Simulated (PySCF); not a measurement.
**How methods differ on the ionisation energy of Ga⁺**

Ga⁺ [Ar] 3d10 4s2 (1S) → Ga²⁺ [Ar] 3d10 4s1 (2S), as a difference of total energies. Computed with PySCF 2.14 in Sapporo-DKH3-DZP-2012, with the spin-free X2C one-electron Hamiltonian (Gaussian nucleus). Correlated levels: valence: [Ar] 3d10 frozen. The calculations carry no spin-orbit coupling.

| method | ionisation energy (eV) | error (eV) |
| --- | --- | --- |
| UHF | 18.767 | -1.748 |
| TPSS | 20.495 | -0.020 |
| BP86 | 20.924 | +0.409 |
| MP2 (valence) | 19.367 | -1.148 |
| SCS-MP2 (valence) | 19.486 | -1.029 |
| CCSD (valence) | 19.663 | -0.852 |

Reference: 20.515 eV (measured; NIST Atomic Spectra Database, ionization energies).

Errors of the correlated levels include the incompleteness of this basis and the frozen core.

With two correlated electrons CCSD is exact in that space.
